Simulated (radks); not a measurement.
Valence configurations of Os I (all share [Xe]). Method: Dirac Kohn-Sham, PBE, spin-unpolarised, spherical densities, point nucleus; open shells fill j = l - 1/2 first; computed with a radial shooting solver on a logarithmic mesh with Libxc functionals. Energies are relative to 4f14 5d6 6s2; eigenvalues in eV.

valence	E (eV)	e(4f5/2)	e(4f7/2)	e(5d3/2)	e(5d5/2)	e(6p1/2)
4f14 5d6 6s2	0.000	-52.996	-50.192	-6.708	-5.672	-
4f14 5d6.5 6s1.5	0.311	-51.789	-48.985	-5.910	-4.912	-
4f14 5d5 6s2 6p1	4.933	-57.085	-54.279	-9.742	-8.610	-2.737
4f14 5d6 6s1 6p1	4.547	-54.426	-51.621	-8.032	-6.974	-2.373
4f13 5d7.5 6s1.5	48.839	-61.787	-58.880	-6.961	-5.826	-
4f13 5d7 6s2	48.983	-63.119	-60.212	-7.868	-6.694	-
4f14 5d7 6p1	5.015	-52.088	-49.284	-6.517	-5.530	-2.057
4f14 5d7 6s1	0.813	-50.676	-47.872	-5.173	-4.210	-
4f13 5d6 6s2 6p1	55.072	-67.462	-64.553	-11.145	-9.874	-2.754
4f13.5 5d6 6s2 6p0.5	25.876	-60.105	-57.249	-8.883	-7.729	-2.223

NIST lists [Xe] 4f14 5d6 6s2 as the ground configuration; this level of theory agrees among the configurations tried. The energies are those of spherical spin-averaged densities, not of single terms.
